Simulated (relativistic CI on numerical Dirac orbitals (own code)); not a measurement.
## d3 in a ligand field

Computed with a parametric ligand-field model of a d^n configuration (Racah B and C, spin-orbit zeta, crystal field), exact diagonalisation.

Field parameters in Wybourne normalisation: Oh B⁴₀ = 21Dq, B⁴₄ = √(5/14) B⁴₀. The field is a parameter set, without covalency.

B = 420 cm⁻¹, C = 2110 cm⁻¹ (C/B = 5.02), Oh, no spin-orbit coupling. Tanabe-Sugano data, E/B above the lowest term (Δ = |10Dq|; b, c mark the second and third term of a kind):

```
 Δ/B   4A2    4T2    4T1  4T1(b)     2E    2T1    2T2
 1.0  0.00   1.00   1.79   16.21  19.98  20.04  20.42
 3.0  0.00   3.00   5.29   18.71  20.85  21.27  22.91
 5.0  0.00   5.00   8.68   21.32  21.27  21.93  25.14
 7.0  0.00   7.00  11.92   24.08  21.53  22.31  27.05
 9.0  0.00   9.00  15.00   27.00  21.72  22.57  28.51
11.0  0.00  11.00  17.92   30.08  21.87  22.75  29.59
13.0  0.00  13.00  20.68   33.32  21.99  22.89  30.44
15.0  0.00  15.00  23.29   36.71  22.10  23.00  31.15
17.0  0.00  17.00  25.79   40.21  22.19  23.09  31.76
19.0  0.00  19.00  28.19   43.81  22.28  23.17  32.31
21.0  0.00  21.00  30.51   47.49  22.35  23.23  32.79
23.0  0.00  23.00  32.78   51.22  22.42  23.29  33.22
25.0  0.00  25.00  35.00   55.00  22.48  23.34  33.61
27.0  0.00  27.00  37.18   58.82  22.54  23.38  33.96
29.0  0.00  29.00  39.34   62.66  22.59  23.42  34.28
31.0  0.00  31.00  41.47   66.53  22.64  23.45  34.57
33.0  0.00  33.00  43.58   70.42  22.68  23.48  34.83
35.0  0.00  35.00  45.68   74.32  22.73  23.51  35.08
37.0  0.00  37.00  47.77   78.23  22.77  23.54  35.30
39.0  0.00  39.00  49.84   82.16  22.80  23.56  35.50
41.0  0.00  41.00  51.91   86.09  22.84  23.58  35.69
43.0  0.00  43.00  53.97   90.03  22.87  23.60  35.87
45.0  0.00  45.00  56.03   93.97  22.90  23.62  36.03
47.0  0.00  47.00  58.08   97.92  22.93  23.63  36.18
```

The ground term stays 4A2.
